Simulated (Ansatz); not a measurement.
Al(Me)2 (C2H6Al), SMILES [Al+]([CH3])[CH3], charge +1.

Geometry optimised at TPSSh-D3(BJ)/def2-TZVP. The spin state was assumed, not searched. The isomer is the one that the SMILES or the coordinates give; other isomers of the formula were not compared.

Two levels are set side by side: PBE/def2-SVPD (Ansatz, an electronic-structure program) and CAM-B3LYP/def2-SVPD (Ansatz). Energy differences of separate SCF runs at the same geometry; the states with an electron removed or added have multiplicity 2 and 2. Differences are taken from unrounded values.

```
quantity                           CAM-B3LYP
---------------------------------  ---------
vertical ionisation energy (eV)        16.49
vertical electron affinity (eV)         4.72
vertical singlet–triplet gap (eV)       5.52
```

### Question
What does PBE give, and how far is it from CAM-B3LYP? (An estimate is asked for; the answer gives what the named calculation found.)

### Answer

```tsv
quantity	PBE	PBE minus CAM-B3LYP
vertical ionisation energy (eV)	16.18	-0.31
vertical electron affinity (eV)	4.84	0.12
vertical singlet–triplet gap (eV)	5.17	-0.35
```
